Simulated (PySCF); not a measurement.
Run record: geometry optimisation, `Oc1cccpc1`.

Method: PBE/6-31+G* geometry optimisation, gas phase (PySCF 2.14.0). Start geometry: GFN2-xTB. The input is one job of a driver script: a line of settings, then coordinates in Å.

Input:
```
{"job": {"xc": "PBE", "basis": "6-31+G*", "grid": 1, "kind": "geom"}, "charge": 0, "multiplicity": 1}
O      2.359188     0.193424    -0.374997
C      1.035170    -0.067571    -0.195394
C      0.155248     0.952939     0.154299
C     -1.197712     0.738175     0.348320
C     -1.803275    -0.493286     0.216661
P     -0.986489    -1.961885    -0.208777
C      0.631133    -1.380273    -0.378060
H      2.536814     1.130152    -0.224320
H      0.550927     1.953855     0.277766
H     -1.810286     1.589238     0.618825
H     -2.869279    -0.563765     0.388627
H      1.399758    -2.091690    -0.648979
```

Output:
```
step   0  E = -609.60094867  max force = 0.013234
step   1  E = -609.60370118  max force = 0.003005
step   2  E = -609.60373100  max force = 0.000554
step   3  E = -609.60373051  max force = 0.000589
step   4  E = -609.60373217  max force = 0.000147
optimisation converged
```

Energies in Eh; «max force» is the largest Cartesian gradient component in Eh/bohr.

How much energy does the optimisation release, in eV?

E(step 0) − E(last step) = 0.002783 Eh, which is 0.076 eV.

Give the first gradient maximum in eV/Å.

With 1 Eh/bohr = 51.422 eV/Å, 0.681 eV/Å.

In short: final energy -609.60373 Eh after 4 steps; dipole 2.99 D.

Estimate the wall time. Hardware: Arm Neoverse V1, one thread (shared host). And the peak memory of the process?

About 52 s, with 0.61 GiB resident at the peak, the Python interpreter and its libraries included.
Labels such as C1 count atoms from 1, the log's own numbers from 0.
